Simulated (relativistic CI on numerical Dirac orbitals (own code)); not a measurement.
## Inner-shell lines of Nd⁵⁶⁺

Method of calculation: Dirac-Coulomb-Breit CI, orbitals from a KLI potential per configuration, model QED, unscaled Slater integrals (own radial code, finite nucleus).

CI space: 1s2 2s2, 1s 2s2 2p, 1s 2s2 3p, 1s2 2s 2p, 1s 2s 2p2, 1s 2s 2p 3p. Levels of other configurations are missing.

The table holds the strongest lines. The upper levels have an inner-shell vacancy. Auger decay, open to those above the ionisation limit, is not computed, and radiative decays to configurations outside the model are missing too. Absolute energies can be off by a few tenths of a per cent, so close lines can change order. LS names give the leading component, which can be well under half, for lower levels too. Brackets number the levels in order of energy.

```csv
λ (Å),Upper,Lower,A (s⁻¹),gA (s⁻¹)
0.330969,1s 2s 2p2 5P_2 [11],1s2 2s 2p 3P°_2 [4],2.01e+15,1.01e+16
0.330855,1s 2s 2p2 5P_1 [8],1s2 2s 2p 3P°_1 [3],4.31e+15,1.29e+16
0.330787,1s 2s 2p2 3D_2 [15],1s2 2s 2p 1P°_1 [5],2.41e+15,1.20e+16
0.330725,1s 2s 2p2 3D_3 [13],1s2 2s 2p 3P°_2 [4],4.64e+15,3.25e+16
0.3305,1s 2s 2p2 3D_1 [17],1s2 2s 2p 1P°_1 [5],4.21e+15,1.26e+16
0.330466,1s 2s2 2p 3P°_1 [6],1s2 2s2 1S_0 [1],4.91e+15,1.47e+16
0.330375,1s 2s 2p2 3P_1 [14],1s2 2s 2p 3P°_2 [4],3.50e+15,1.05e+16
0.330114,1s 2s 2p2 1D_2 [19],1s2 2s 2p 1P°_1 [5],2.48e+15,1.24e+16
0.32559,1s 2s 2p2 5P_3 [20],1s2 2s 2p 3P°_2 [4],3.04e+15,2.13e+16
0.325366,1s 2s 2p2 3D_2 [15],1s2 2s 2p 3P°_1 [3],7.49e+15,3.75e+16
0.325351,1s 2s 2p2 3P_1 [14],1s2 2s 2p 3P°_0 [2],7.05e+15,2.11e+16
0.325108,1s 2s 2p2 3P_0 [16],1s2 2s 2p 3P°_1 [3],9.57e+15,9.57e+15
0.325089,1s 2s 2p2 3D_1 [17],1s2 2s 2p 3P°_1 [3],5.87e+15,1.76e+16
0.325055,1s 2s 2p2 1P_1 [23],1s2 2s 2p 1P°_1 [5],1.37e+16,4.10e+16
0.324947,1s 2s 2p2 3P_2 [21],1s2 2s 2p 3P°_2 [4],1.24e+16,6.19e+16
0.324923,1s 2s2 2p 1P°_1 [12],1s2 2s2 1S_0 [1],1.02e+16,3.05e+16
0.324865,1s 2s 2p2 3P_2 [24],1s2 2s 2p 1P°_1 [5],3.06e+15,1.53e+16
0.324715,1s 2s 2p2 1D_2 [19],1s2 2s 2p 3P°_1 [3],2.26e+15,1.13e+16
0.3247,1s 2s 2p2 3S_1 [22],1s2 2s 2p 3P°_2 [4],6.68e+15,2.01e+16
0.278539,1s 2s 2p 3p 3D_3 [54],1s2 2s 2p 3P°_2 [4],1.25e+15,8.77e+15
```
